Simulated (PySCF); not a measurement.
# Radial density of Nb⁻ (niobium, charge -1)

B97-3, [Kr] 4d4 5s2, high-spin 5D determinant. Computed with PySCF 2.14 in aug-cc-pwCVDZ-PP with ECP28MDF, with scalar relativity through the core potential. This is the valence pseudo-density: the core potential removes the inner electrons and smooths the orbitals near the nucleus.

```json
{"r (bohr)": "0.0504", "4πr²ρ (e/bohr)": "2.507e-05", "4πr²(ρα − ρβ)": "0.0000"}
{"r (bohr)": "0.0847", "4πr²ρ (e/bohr)": "8.230e-05", "4πr²(ρα − ρβ)": "0.0000"}
{"r (bohr)": "0.143", "4πr²ρ (e/bohr)": "0.0004915", "4πr²(ρα − ρβ)": "0.0001"}
{"r (bohr)": "0.240", "4πr²ρ (e/bohr)": "0.006585", "4πr²(ρα − ρβ)": "0.0015"}
{"r (bohr)": "0.403", "4πr²ρ (e/bohr)": "0.1745", "4πr²(ρα − ρβ)": "0.0274"}
{"r (bohr)": "0.678", "4πr²ρ (e/bohr)": "3.457", "4πr²(ρα − ρβ)": "0.3433"}
{"r (bohr)": "1.14", "4πr²ρ (e/bohr)": "9.762", "4πr²(ρα − ρβ)": "1.5544"}
{"r (bohr)": "1.92", "4πr²ρ (e/bohr)": "3.819", "4πr²(ρα − ρβ)": "1.7535"}
{"r (bohr)": "3.23", "4πr²ρ (e/bohr)": "1.119", "4πr²(ρα − ρβ)": "0.6631"}
{"r (bohr)": "5.43", "4πr²ρ (e/bohr)": "0.3408", "4πr²(ρα − ρβ)": "0.0625"}
{"r (bohr)": "9.13", "4πr²ρ (e/bohr)": "0.05972", "4πr²(ρα − ρβ)": "-0.0163"}
{"r (bohr)": "15.4", "4πr²ρ (e/bohr)": "0.002084", "4πr²(ρα − ρβ)": "-0.0011"}
```

Energies and moments cover only the electrons outside the core potential. At B97-3 the highest occupied level has a positive energy, so only the finite basis holds that electron; in a semilocal or global hybrid functional this comes from self-interaction and does not mean that the real anion is unbound.

**Question.** Where is the radial spin density 4πr²(ρα − ρβ) most negative, and why is it negative at all?

**Answer.** Around r = 9.13 bohr, down to -0.0163 e/bohr: exchange with the open shell polarises the paired shells in an unrestricted calculation.
